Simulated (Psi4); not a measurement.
GaI3, charge -1, doublet, at a GFN2-xTB geometry (such geometries of metal compounds can be far from the true shape) (a state made from the parent by changing its charge; the spin is typed, not shown lowest) (core potentials on I) (a gas-phase anion, which may not be bound at this level).

Input for Psi4:
```
memory 2 GB

molecule {
-1 2
  Ga    0.25572674   -0.33979468   -0.64301781
  I    -2.13436533   -1.39059185    0.06621402
  I    -0.03735701    2.31738121   -1.05924224
  I     2.02214633   -0.72804153    1.36913298
}

set basis def2-svp
set reference uks

energy('mn15')
print_variables()
```

Q: Predict the total energy from MN15/def2-SVP (Psi4).

A: -2816.0515 Eh

Q: Predict the nuclear repulsion energy from MN15/def2-SVP.

A: 679.9469 Eh

Q: What number of basis functions does MN15/def2-SVP give?

A: 110

Q: Give the <S^2> at the level MN15/def2-SVP.

A: 0.754

A gas-phase anion may not be bound at this level; its values then depend on the basis.

These values belong to the state on which the SCF converged, which isn't shown to be the lowest.
